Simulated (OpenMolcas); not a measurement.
Computed levels of 3d in ions with 19 electrons, in cm-1 above 2D 3/2.

| Quantity | Value |
| --- | --- |
| Program | OpenMolcas |
| Method | SS-CASPT2, IPEA 0.25 Eh, imaginary shift 0.1 Eh |
| Basis | ANO-RCC-VQZP |
| Scalar Hamiltonian | DKH2, point nucleus |
| Spin-orbit coupling | state interaction with AMFI integrals over the reference wave functions, term energies averaged over their components |

Active space for each ion: 1 electron in 10 orbitals (3d 4d); closed shells correlated by CASPT2: 3s 3p.

| Level | Sc2+ | V4+ | Cr5+ | Mn6+ | Fe7+ |
| --- | --- | --- | --- | --- | --- |
| 2D 5/2 | 208 | 596 | 909 | 1300 | 1810 |

Estimate 2D 5/2 for Ti3+ from its neighbours Sc2+ and V4+.

2D 5/2 is fine structure, which grows about as the fourth power of a screened charge, so the fourth roots are averaged: ((208^0.25 + 596^0.25) / 2)^4 = 364. The calculation gives 380, so the estimate is off by -4.2 %; the measured value is 382 (Corliss and Sugar, J. Phys. Chem. Ref. Data 8, 1 (1979)).

CASPT2 does not keep the components of a term degenerate, so their means are used; among the terms shown or strongly mixed into the levels shown the widest spread is 530 cm-1 (3d 2D, Sc2+). With one active electron outside closed inactive shells, the extra shells (4d) add no correlation to the reference. With one active electron, CASPT2 adds the correlation within the correlated inactive shells and between them and that electron, and leaves the splitting within a term as the reference gives it. Measured partners are found by configuration, term and J. A level has none where our copy of the source lacks it or the pairing is in doubt (some pairs that miss far off the trend of their configuration count as doubtful), and it then counts in no deviation. Only configurations of the active space appear.
